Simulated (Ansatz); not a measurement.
A run for Ansatz (an electronic-structure program): R-PBE/def2-TZVPPD on ClFH4InN (a complex), monomers drawn apart or pushed together. Elements past Kr take the def2 small-core potentials; no spin–orbit coupling. Files ending in .json are basis or fitting sets from the Basis Set Exchange.

Ansatz 0.2 input:
```yaml
crystal:
  periodic: [false, false, false]
  atoms:
    - {symbol: F, position_ang: [0.88015887, 1.42083704, 1.16466787]}
    - {symbol: In, position_ang: [-0.72704925, 0.27460369, 1.39663289]}
    - {symbol: Cl, position_ang: [-2.20336360, 1.29155318, 2.95065230]}
    - {symbol: H, position_ang: [-1.21903755, -0.78506614, 0.15777114]}
    - {symbol: N, position_ang: [0.73555235, -0.94081947, 3.27555806]}
    - {symbol: H, position_ang: [1.59099266, -0.39203246, 3.22799414]}
    - {symbol: H, position_ang: [0.28258725, -0.75754967, 4.16604044]}
    - {symbol: H, position_ang: [0.96997350, -1.92586497, 3.22031368]}
basis:
  gaussian:
    orbitals: def2-TZVPPD.json
hamiltonian:
  xc: {name: PBE}
scf: {lower_state_search: off}
```

Program output:

```
WARN ansatz: RAYON_NUM_THREADS=1 ignored (pool sized by the plan → 1); use --threads N
Functional definition: PBE
these checks for a lower state are left out or cut short: stability, starts, cluster_reference, orbital_swaps, neighbouring_geometries, increment
integrals: 0.21 GiB planned
1367 factors; their error is unknown
mean field: 1.28 GiB planned
mean field evaluation 1: about -21952.8294 eV, gradient 8.1e1 eV
mean field evaluation 2: about -21880.8083 eV, gradient 2.0e2 eV
mean field evaluation 4: about -21963.8279 eV, gradient 1.9e1 eV
mean field evaluation 8: about -21964.3978 eV, gradient 2.0e-1 eV
mean field evaluation 16: about -21964.3807 eV, gradient 1.6e-4 eV
mean field -21964.38067620 eV, -807.1761018585 hartree, gradient 7.1e-6 eV, S^2 0.000000; 0 other end points of the search recorded, 0 dependent functions left out
reference -21964.38074557 eV, -807.1761044076 hartree; 29, 29 occupied and 223, 223 virtual orbitals, 1367 factors
Total energy: -21964.38074557 eV, -807.1761044076 hartree
Checks for a lower state left out: stability, starts, cluster_reference, orbital_swaps, neighbouring_geometries, increment
```

The run converged.

Cost: roughly 2.5 core-seconds.
